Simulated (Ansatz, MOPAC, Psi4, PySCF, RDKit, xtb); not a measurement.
Two geometries of SMILES N[SiH2]c1ccccc1 (C₆H₉NSi), relaxed at B3LYP-D3(BJ)/def2-SVP with one dihedral held; other torsions can differ between them too.

Structure A

```
17

N      2.8403     0.5393     0.6510
Si     1.9614    -0.7664    -0.0825
C      0.1501    -0.2773    -0.1596
C     -0.2204     1.0099    -0.5932
C     -1.5642     1.3776    -0.6860
C     -2.5649     0.4607    -0.3472
C     -2.2164    -0.8212     0.0864
C     -0.8696    -1.1842     0.1784
H      3.8473     0.6024     0.5364
H      2.5587     0.8839     1.5643
H      2.0155    -2.0924     0.6188
H      2.5687    -0.9563    -1.4337
H      0.5580     1.7353    -0.8463
H     -1.8343     2.3817    -1.0230
H     -3.6172     0.7473    -0.4190
H     -2.9956    -1.5386     0.3562
H     -0.6081    -2.1892     0.5231
```

Structure B

```
17

N     -2.8125     0.5113     0.6543
Si    -1.9502    -0.7881    -0.1111
C     -0.1433    -0.2978    -0.2502
C      0.8254    -0.8574     0.6017
C      2.1620    -0.4516     0.5410
C      2.5524     0.5245    -0.3791
C      1.6035     1.0945    -1.2345
C      0.2694     0.6885    -1.1662
H     -3.8285     0.5142     0.6540
H     -2.4544     0.8961     1.5238
H     -1.9801    -2.1051     0.6087
H     -2.5770    -0.9828    -1.4513
H      0.5332    -1.6277     1.3217
H      2.9003    -0.8988     1.2116
H      3.5969     0.8420    -0.4311
H      1.9063     1.8581    -1.9556
H     -0.4638     1.1485    -1.8352
```

### Question
Which is lower in energy at the level Ansatz (a program for electronic structure) with CCSD(T) on RHF/cc-pVDZ, frozen core // B3LYP-D3(BJ)/def2-SVP, and by how much?

### Answer
A is lower, by 0.63 kcal/mol (dihedral N1–Si2–C3–C4: 45° in A, 105° in B).

E(B) − E(A) in kcal/mol at the other levels, on the same two geometries: MMFF94 // B3LYP-D3(BJ)/def2-SVP (RDKit) -0.39; B3LYP/def2-TZVP // B3LYP-D3(BJ)/def2-SVP (Psi4) 0.53; B3LYP-D3(BJ)/def2-TZVP // B3LYP-D3(BJ)/def2-SVP (Psi4) 0.59; PBE/def2-TZVP // B3LYP-D3(BJ)/def2-SVP (Psi4) 0.56; PBE-D3(BJ)/def2-TZVP // B3LYP-D3(BJ)/def2-SVP (Psi4) 0.59; M06-2X/def2-TZVP // B3LYP-D3(BJ)/def2-SVP (Psi4) 0.72; RHF/cc-pVDZ // B3LYP-D3(BJ)/def2-SVP (Ansatz) 0.61; MP2 on RHF/cc-pVDZ, frozen core // B3LYP-D3(BJ)/def2-SVP (Ansatz) 0.59; CCSD on RHF/cc-pVDZ, frozen core // B3LYP-D3(BJ)/def2-SVP (Ansatz) 0.63; RHF/cc-pVTZ // B3LYP-D3(BJ)/def2-SVP (Ansatz) 0.55; MP2 on RHF/cc-pVTZ, frozen core // B3LYP-D3(BJ)/def2-SVP (Ansatz) 0.55; UFF // B3LYP-D3(BJ)/def2-SVP (RDKit) -0.80; PM3, restricted, heats of formation // B3LYP-D3(BJ)/def2-SVP (MOPAC) -0.14; PM6, restricted, heats of formation // B3LYP-D3(BJ)/def2-SVP (MOPAC) 0.12; GFN1-xTB // B3LYP-D3(BJ)/def2-SVP (xtb) 0.35; restricted B3LYP/6-31G*, spherical d, density fitting // B3LYP-D3(BJ)/def2-SVP (PySCF) 0.65; restricted Hartree-Fock/STO-3G // B3LYP-D3(BJ)/def2-SVP (PySCF) 0.14; restricted LDA (SVWN5)/6-31G*, spherical d, density fitting // B3LYP-D3(BJ)/def2-SVP (PySCF) 0.94; restricted Hartree-Fock/3-21G, density fitting // B3LYP-D3(BJ)/def2-SVP (PySCF) 0.99.
